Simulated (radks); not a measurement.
The numbers below are computed, except where a source is named.
S+, configuration [Ne] 3s2 3p3 (the NIST ground configuration). Level of theory: Dirac Kohn-Sham, PBE, spin-unpolarised, spherical densities, point nucleus; open shells are shared between the two j in proportion to 2j + 1 (a radial shooting solver on a logarithmic mesh with Libxc functionals).

Normalised radial functions P(r) = r R(r) (large component), r in bohr:

r          2p1/2    3s1/2    3p1/2
0.003528  0.0019   0.0378   0.0006
0.003977  0.0024   0.0422   0.0007
0.004485  0.0030   0.0472   0.0009
0.005097  0.0037   0.0530   0.0011
0.005747  0.0047   0.0591   0.0014
0.006479  0.0058   0.0658   0.0017
0.007306  0.0073   0.0731   0.0021
0.008237  0.0091   0.0811   0.0027
0.009287  0.0114   0.0898   0.0033
0.01056   0.0144   0.0998   0.0042
0.0119    0.0180   0.1100   0.0053
0.01342   0.0225   0.1207   0.0066
0.01513   0.0280   0.1321   0.0082
0.01706   0.0349   0.1440   0.0102
0.01923   0.0434   0.1563   0.0127
0.02186   0.0546   0.1695   0.0159
0.02465   0.0677   0.1818   0.0197
0.02779   0.0836   0.1936   0.0244
0.03133   0.1031   0.2044   0.0300
0.03533   0.1267   0.2138   0.0369
0.03983   0.1551   0.2210   0.0452
0.04491   0.1892   0.2254   0.0551
0.05104   0.2326   0.2258   0.0677
0.05755   0.2809   0.2213   0.0816
0.06489   0.3373   0.2109   0.0979
0.07316   0.4024   0.1937   0.1166
0.08249   0.4767   0.1687   0.1379
0.093     0.5603   0.1353   0.1616
0.1057    0.6593   0.0898   0.1894
0.1192    0.7601   0.0380   0.2174
0.1344    0.8670  -0.0220   0.2464
0.1515    0.9772  -0.0885   0.2755
0.1708    1.0872  -0.1592   0.3031
0.1926    1.1924  -0.2305   0.3275
0.2189    1.2932  -0.3021   0.3474
0.2468    1.3705  -0.3594   0.3577
0.2783    1.4248  -0.4010   0.3569
0.3138    1.4504  -0.4207   0.3424
0.3538    1.4428  -0.4130   0.3118
0.3989    1.3998  -0.3738   0.2631
0.4533    1.3150  -0.2948   0.1903
0.5111    1.2023  -0.1867   0.1029
0.5763    1.0637  -0.0497  -0.0012
0.6498    0.9077   0.1089  -0.1185
0.7326    0.7445   0.2786  -0.2438
0.826     0.5845   0.4470  -0.3707
0.9314    0.4374   0.6007  -0.4920
1.059     0.3034   0.7349  -0.6072
1.193     0.2029   0.8211  -0.6934
1.346     0.1272   0.8604  -0.7509
1.517     0.0741   0.8501  -0.7744
1.711     0.0398   0.7937  -0.7623
1.929     0.0195   0.7005  -0.7166
2.192     0.0081   0.5756  -0.6374
2.472     0.0032   0.4501  -0.5437
2.787     0.0011   0.3307  -0.4415
3.142     0.0003   0.2275  -0.3406
3.543     0.0001   0.1458  -0.2488
3.994     0.0000   0.0864  -0.1710
4.54      0.0000   0.0449  -0.1062
5.119     0.0000   0.0219  -0.0627
5.771     0.0000   0.0096  -0.0338
6.507     0.0000   0.0037  -0.0166

2p1/2: eigenvalue -169.09 eV, 0 radial nodes, <r> = 0.441 bohr, 90 % of the charge inside 0.734 bohr. 3s1/2: eigenvalue -27.629 eV, 2 radial nodes at r = 0.129, 0.599 bohr, <r> = 1.64 bohr, 90 % of the charge inside 2.46 bohr. 3p1/2: eigenvalue -16.861 eV, 1 radial node at r = 0.576 bohr, <r> = 1.89 bohr, 90 % of the charge inside 2.93 bohr.
